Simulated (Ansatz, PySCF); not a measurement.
Molecule: CH₃Be, net charge 1, singlet state. SMILES: [Be+][CH3]
Coordinates optimised at B3LYP-D3(BJ)/def2-TZVP (Ansatz, a quantum-chemistry and plane-wave program):
```xyz
5

Be    -0.8799    -0.5103    -0.6899
C      0.3054     0.1771     0.2394
H      0.8533    -0.6116     0.7637
H     -0.1548     0.8538     0.9657
H      0.9889     0.7364    -0.4064
```
Charge +1, spin multiplicity 1.

Quantity: vertical triplet-singlet gap, E(triplet) - E(singlet), in eV. Conventions: each state is the SCF solution reached for its charge and spin; non-relativistic; no dispersion term unless named; spin-orbit terms left out; open shells spin-unrestricted; six Cartesian d functions in 6-31G* and its kin unless marked 5d; 6-311+G** with 5d. Ab initio and DFT rows: single points at B3LYP-D3(BJ) geometries (Ansatz). The spin state of an ion or metal species was assumed, not searched. Levels can end on unlike triplets.

```
level               program  vertical triplet-singlet gap, E(triplet) - E(singlet) (eV)
------------------  -------  ----------------------------------------------------------
HF/6-31G*            Ansatz                                                        2.31
HF/6-311+G**         Ansatz                                                        2.32
B3LYP/STO-3G         Ansatz                                                        3.48
B3LYP/3-21G          Ansatz                                                        3.50
B3LYP/6-31G*         Ansatz                                                        3.34
M06-2X/6-31G* (5d)    PySCF                                                        3.61
PBE0/def2-TZVPD      Ansatz                                                        3.32
```

No value to compare with is used here. The 6 habitual levels span 2.31 (HF/6-31G*) to 3.61 eV (M06-2X/6-31G* (5d)); PBE0/def2-TZVPD gives 3.32.

The levels are drawn from those run, B3LYP/6-31G* more often than the rest, none by its result; runs whose electronic state is in doubt are left out.
